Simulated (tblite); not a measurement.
C5H2ClF3O (charge +1 and doublet state).
Structure used (GFN2-xTB), in Å, numbered top down from 1:
```
atom  x, y, z in Å
F1    -2.0516   -1.0653   -1.0024
C2    -1.7303   -0.1783   -0.0685
F3    -2.1789   -0.6182    1.1008
F4    -2.3455    0.9674   -0.3493
C5    -0.2235    0.0094   -0.0174
C6     0.5019    1.2141   -0.2295
Cl7    0.0131    2.7457   -0.5831
O8     1.8202    0.9524   -0.0950
C9     1.9650   -0.3273    0.1853
C10    0.7221   -0.9733    0.2478
H11    2.9647   -0.7137    0.3272
H12    0.5440   -2.0135    0.4581
```

Computed with GFN2-xTB (tblite): harmonic, unscaled wavenumbers at the GFN2-xTB geometry, gas phase. Errors from tens to a few hundred cm⁻¹ against measured bands are possible. Open shells enter through the occupations alone, without spin polarisation, and single modes of such species can be off by tens of per cent. The optimisation stopped once no atom felt more than 0.01 eV/Å.

Lowest wavenumbers of the output (negative numbers stand for imaginary wavenumbers):
```
mode    cm-1
  1     -20.3
  2     119.8
  3     122.2
  4     192.7
  5     241.1
  6     341.8
  7     366.9
  8     402.4
```

Q: Is this structure a minimum?

A: Not by this Hessian. 1 mode is imaginary beyond 20i (20i cm⁻¹), so at this level the point lies at or near a first-order saddle. The curvature is small, so loose convergence or finite differences may be the whole cause.

Q: Which atoms move in the imaginary mode?

A: 20i: F4 (fluorine bonded to C) 28 %, F1 (fluorine bonded to C) 23 %, F3 (fluorine bonded to C) 23 %, Cl7 (chlorine bonded to C) 15 %. These are shares of the mass-weighted motion.

Q: What is the remedy?

A: Step along that mode in both directions, optimise again with tighter thresholds and repeat the frequencies. The zero-point energy of this point (38.2 kcal/mol) counts the 29 real modes alone, and thermal corrections from it aren't those of a minimum.
